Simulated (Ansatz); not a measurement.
One change: `[F][Ga]([F])[Cl]` becomes `[OH][Ga]([F])[Cl]`.

Ansatz, PBE0-D4/def2-TZVP geometries, multiplicity 1. Each molecule was computed in one conformer, which needn't be the lowest.

Scalar relativity is left out up to krypton.

```
                                                                                  property  `[F][Ga]([F])[Cl]`
                                                         LUMO energy (PBE/def2-TZVPP) / eV               -3.13
                                                     LUMO energy (ωB97M-V/def2-TZVPP) / eV               -0.16
                                                     HOMO–LUMO gap (B3LYP/def2-TZVPP) / eV                7.27
                                                       HOMO–LUMO gap (PBE/def2-TZVPP) / eV                5.45
                                            zero-point energy (PBE0-D4/def2-TZVP) / kJ/mol                14.4
ideal-gas entropy at 298 K and 1 bar (rigid rotor, harmonic PBE0-D4/def2-TZVP) / J/(mol·K)                 313
```

(1) What does the change do to each property? (Estimate.)

Results:

(1) Ansatz gave: 
| property | `[OH][Ga]([F])[Cl]` | shift |
| --- | --- | --- |
| LUMO energy (PBE/def2-TZVPP) / eV | -2.62 | 0.51 |
| LUMO energy (ωB97M-V/def2-TZVPP) / eV | 0.27 | 0.43 |
| HOMO–LUMO gap (B3LYP/def2-TZVPP) / eV | 7.34 | 0.07 |
| HOMO–LUMO gap (PBE/def2-TZVPP) / eV | 5.43 | -0.02 |
| zero-point energy (PBE0-D4/def2-TZVP) / kJ/mol | 44.9 | 30.5 |
| ideal-gas entropy at 298 K and 1 bar (rigid rotor, harmonic PBE0-D4/def2-TZVP) / J/(mol·K) | 324 | 11 |

With PBE0 the HOMO rises by 0.44 eV and the LUMO rises by 0.49 eV, so the gap widens by about 0.05 eV. PBE moves the HOMO by 0.53 eV and ωB97M-V by 0.43 eV. The zero-point energy changes by 30.5 kJ/mol with +3 modes.

B3LYP here is the variant with VWN-RPA as its local correlation; programs differ in this.
